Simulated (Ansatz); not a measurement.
Input:

```yaml
crystal:
  periodic: [false, false, false]
  atoms:
    - { symbol: O, position_ang: [-1.480011, 0.218958, -0.128413] }
    - { symbol: Sb, position_ang: [0.394914, -0.403311, -0.667451] }
    - { symbol: H, position_ang: [1.145866, -0.968421, 0.867425] }
    - { symbol: H, position_ang: [-0.06077, 1.152774, -0.071561] }
total_charge: -1
magnetization:
  spin_polarized: true
basis:
  gaussian: { orbitals: def2-SVP }
hamiltonian:
  xc: b3lyp
md:
  timestep: 0.5
  n_steps: 200
  ensemble: nve
  temperature: 100.0
  initial_velocities: maxwell_boltzmann
  seed: 11156
```

Launched with:

```bash
$ ansatz run input.yaml --threads 1 --pin off --max-ram 2048MiB --backend cpu --events-out ev --progress --plain --runs-dir out
```

Hardware: 1 thread of Arm Neoverse V1, with other jobs on the host.

Question: Roughly how long does this run take, and how much memory?

Answer: 8.8 min, with a peak of 0.21 GiB, for 201 ionic steps.
